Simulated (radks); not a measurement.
Q: The thulium ion Tm5+ is in [Xe] 4f10. Method: scalar-relativistic Kohn-Sham, r2SCAN, spin-polarised, spherical densities, finite nucleus; meta-GGA in the generalised Kohn-Sham scheme; Fermi nuclear charge, rms radius of each element as measured or else 0.836 A^(1/3) + 0.57 fm; computed with a radial shooting solver on a logarithmic mesh with Libxc functionals. Open shells are filled with parallel spins first. One electron is removed from 5s, 4d, 5p, 4f in turn, with full relaxation. Which removal costs least, and what does each cost?

A: 4f 89.351 eV; 5p 97.964 eV; 5s 129.09 eV; 4d 264.93 eV. The 4f electron leaves first.
